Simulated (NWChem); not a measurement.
System: CH4Cl2OSi; SMILES C[Si](O)(Cl)Cl

Here is an NWChem input.

```
start job
memory heap 200 mb stack 900 mb global 1100 mb
geometry units angstroms noautoz
  C      1.682703     0.002891     1.235094
  Si     0.379357     0.000701    -0.068230
  O      1.104932     0.000018    -1.545126
  Cl    -0.845253     1.654946     0.111459
  Cl    -0.843037    -1.654917     0.113780
  H      2.314632    -0.892549     1.137410
  H      1.227941     0.007049     2.236063
  H      2.317186     0.895852     1.131291
  H      0.541634    -0.003521    -2.325473
end
basis spherical
  * library def2-svp
end
dft
  xc kt2
  iterations 150
  mulliken
end
task dft energy
```

Parts of the log:

```
             Northwest Computational Chemistry Package (NWChem) 7.3.0
             --------------------------------------------------------

 C1  symmetry detected

                             Geometry "geometry" -> ""
                             -------------------------

 Output coordinates in angstroms (scale by  1.889725989 to convert to a.u.)

  No.       Tag          Charge          X              Y              Z
 ---- ---------------- ---------- -------------- -------------- --------------
    1 C                    6.0000     1.57545055     0.00072161     1.33140913
    2 Si                  14.0000     0.35343961     0.00001224    -0.04846688
    3 O                    8.0000     1.16713827    -0.00027031    -1.47870313
    4 Cl                  17.0000    -0.87890367     1.65486701     0.05769360
    5 Cl                  17.0000    -0.87863691    -1.65499750     0.05819115
    6 H                    1.0000     2.21164774    -0.89503028     1.27165210
    7 H                    1.0000     1.06089665     0.00458674     2.30299755
    8 H                    1.0000     2.21554275     0.89337207     1.26675450
    9 H                    1.0000     0.65213871    -0.00304869    -2.29173839

 Effective nuclear repulsion energy (a.u.)     369.7286389090

                                 NWChem DFT Module
                                 -----------------

 Summary of "ao basis" -> "ao basis" (spherical)
 ------------------------------------------------------------------------------
       Tag                 Description            Shells   Functions and Types
 ---------------- ------------------------------  ------  ---------------------
 C                          def2-svp                 6       14   3s2p1d
 Si                         def2-svp                 8       18   4s3p1d
 O                          def2-svp                 6       14   3s2p1d
 Cl                         def2-svp                 8       18   4s3p1d
 H                          def2-svp                 3        5   2s1p

            General Information
            -------------------
          SCF calculation type: DFT
          Wavefunction type:  closed shell.
          No. of atoms     :     9
          No. of electrons :    66
           Alpha electrons :    33
            Beta electrons :    33
          Charge           :     0
          Spin multiplicity:     1
          Use of symmetry is: off; symmetry adaption is: off
          Maximum number of iterations: 150
          AO basis - number of functions:   102
                     number of shells:    48
          Convergence on energy requested:  1.00D-06
          Convergence on density requested:  1.00D-05
          Convergence on gradient requested:  5.00D-04

              XC Information
              --------------
                          KT2 Method XC Functional
                        Slater Exchange Functional  1.072 local
                           KT1 gradient correction  1.000 non-local
            Perdew 1991 LDA Correlation Functional  0.577 local

             Grid Information
             ----------------
          Grid used for XC integration:  medium
          Radial quadrature: Mura-Knowles
          Angular quadrature: Lebedev.
          Tag              B.-S. Rad. Rad. Pts. Rad. Cut. Ang. Pts.
          ---              ---------- --------- --------- ---------
          C                   0.70       49          10.0       434
          Si                  1.10       88           8.0       590
          O                   0.60       49          10.0       434
          Cl                  1.00       88          11.0       590
          H                   0.35       45          12.0       434
          Grid pruning is: on
          Number of quadrature shells:   542
          Spatial weights used:  Erf1

      Superposition of Atomic Density Guess
      -------------------------------------

 Sum of atomic energies:       -1321.69866316

      Non-variational initial energy
      ------------------------------

 Total energy =   -1323.486183
 1-e energy   =   -2562.661704
 2-e energy   =     869.446882
 HOMO         =      -0.396999
 LUMO         =       0.069292

     ---------------------------------------------
      Total Density - Mulliken Population Analysis
     ---------------------------------------------

    Atom       Charge   Shell Charges
 -----------   ------   -------------------------------------------------------
    1 C    6     6.57   1.99  0.96  0.27  2.12  1.22  0.01
    2 Si  14    12.62   2.00  1.99  0.88  0.03  5.93  0.85  0.61  0.33
    3 O    8     8.75   1.99  1.10  0.63  3.09  1.93  0.00
    4 Cl  17    17.42   2.00  1.99  1.22  0.72  5.94  2.16  3.37  0.01
    5 Cl  17    17.42   2.00  1.99  1.22  0.72  5.94  2.16  3.37  0.01
    6 H    1     0.86   0.65  0.18  0.03
    7 H    1     0.86   0.65  0.18  0.03
    8 H    1     0.86   0.65  0.18  0.03
    9 H    1     0.65   0.52  0.07  0.06

   convergence    iter        energy       DeltaE   RMS-Dens  Diis-err
 ---------------- ----- ----------------- --------- --------- ---------
 d= 0,ls=0.0,diis     1  -1336.3073375690 -1.71D+03  1.74D-02  5.87D-01
 d= 0,ls=0.0,diis     2  -1336.1844306846  1.23D-01  1.01D-02  1.83D+00
 d= 0,ls=0.0,diis     3  -1336.3909859230 -2.07D-01  2.23D-03  3.58D-02
 d= 0,ls=0.0,diis     4  -1336.3927414688 -1.76D-03  1.11D-03  1.75D-02
 d= 0,ls=0.0,diis     5  -1336.3948585957 -2.12D-03  1.93D-04  3.56D-04
  Resetting Diis
 d= 0,ls=0.0,diis     6  -1336.3948987333 -4.01D-05  5.39D-05  4.00D-05
 d= 0,ls=0.0,diis     7  -1336.3949044154 -5.68D-06  1.79D-05  1.29D-06
 d= 0,ls=0.0,diis     8  -1336.3949042367  1.79D-07  1.17D-05  2.66D-06
 d= 0,ls=0.0,diis     9  -1336.3949045753 -3.39D-07  1.91D-06  7.08D-08

         Total DFT energy =    -1336.394904575320
      One electron energy =    -2567.302872550691
           Coulomb energy =      965.463984849836
    Exchange-Corr. energy =     -104.284655783495
 Nuclear repulsion energy =      369.728638909030

 Numeric. integr. density =       65.999995483427

                       DFT Final Molecular Orbital Analysis
                       ------------------------------------

 Vector   31  Occ=2.000000D+00  E=-2.831437D-01
              MO Center= -2.4D-01, -9.5D-03,  2.0D-01, r^2= 4.5D+00
   Bfn.  Coefficient  Atom+Function         Bfn.  Coefficient  Atom+Function
  ----- ------------  ---------------      ----- ------------  ---------------
    77      0.333829  5 Cl pz                59      0.330999  4 Cl pz
    74      0.255158  5 Cl pz                56      0.253073  4 Cl pz
    75      0.197234  5 Cl px                57      0.195837  4 Cl px
     4      0.194534  1 C  px                 3     -0.173405  1 C  s
     6      0.145590  1 C  pz                71      0.145404  5 Cl pz

 Vector   32  Occ=2.000000D+00  E=-2.809582D-01
              MO Center= -5.8D-01,  1.2D-02, -6.1D-02, r^2= 4.2D+00
   Bfn.  Coefficient  Atom+Function         Bfn.  Coefficient  Atom+Function
  ----- ------------  ---------------      ----- ------------  ---------------
    59      0.347736  4 Cl pz                77     -0.344213  5 Cl pz
    56      0.256219  4 Cl pz                74     -0.253523  5 Cl pz
    58      0.220688  4 Cl py                76      0.220299  5 Cl py
    37      0.211555  3 O  py                55      0.165940  4 Cl py
    73      0.165647  5 Cl py                53      0.146609  4 Cl pz

 Vector   33  Occ=2.000000D+00  E=-2.703111D-01
              MO Center= -4.8D-01,  1.6D-03, -2.4D-01, r^2= 4.2D+00
   Bfn.  Coefficient  Atom+Function         Bfn.  Coefficient  Atom+Function
  ----- ------------  ---------------      ----- ------------  ---------------
    37      0.291882  3 O  py                57     -0.290049  4 Cl px
    75      0.289435  5 Cl px                58     -0.238511  4 Cl py
    76     -0.238614  5 Cl py                40      0.217653  3 O  py
    54     -0.218349  4 Cl px                72      0.217883  5 Cl px
    59      0.194843  4 Cl pz                77     -0.194545  5 Cl pz

 Vector   34  Occ=0.000000D+00  E=-1.668161D-03
              MO Center=  1.7D-01, -6.8D-04, -6.3D-01, r^2= 4.8D+00
   Bfn.  Coefficient  Atom+Function         Bfn.  Coefficient  Atom+Function
  ----- ------------  ---------------      ----- ------------  ---------------
    18      0.812788  2 Si s                  3     -0.711493  1 C  s
    35     -0.552879  3 O  s                 17      0.542371  2 Si s
    99      0.511984  9 H  s                 58      0.338162  4 Cl py
    76     -0.338139  5 Cl py                16      0.283012  2 Si s
    89      0.278506  7 H  s                 84      0.249978  6 H  s

 Vector   35  Occ=0.000000D+00  E= 1.281446D-02
              MO Center=  2.1D-01, -9.0D-04, -3.2D-01, r^2= 4.6D+00
   Bfn.  Coefficient  Atom+Function         Bfn.  Coefficient  Atom+Function
  ----- ------------  ---------------      ----- ------------  ---------------
    35     -0.605766  3 O  s                 25      0.600785  2 Si px
    99      0.539401  9 H  s                 17     -0.506304  2 Si s
    27     -0.474262  2 Si pz                58     -0.338677  4 Cl py
    76      0.339275  5 Cl py                89      0.330599  7 H  s
    22      0.328639  2 Si px                50      0.248052  4 Cl s

 Vector   36  Occ=0.000000D+00  E= 3.930705D-02
              MO Center=  6.7D-01,  3.6D-04,  2.0D-01, r^2= 3.8D+00
   Bfn.  Coefficient  Atom+Function         Bfn.  Coefficient  Atom+Function
  ----- ------------  ---------------      ----- ------------  ---------------
    26      0.997841  2 Si py                94     -0.497641  8 H  s
    84      0.484085  6 H  s                 23      0.445731  2 Si py
    50     -0.351754  4 Cl s                 68      0.351618  5 Cl s
    57     -0.341991  4 Cl px                75      0.342407  5 Cl px
     8      0.263127  1 C  py                40     -0.231766  3 O  py

[...]
```

Level: KT2/def2-SVP. The geometry was optimised at PBE0/def2-SVP.
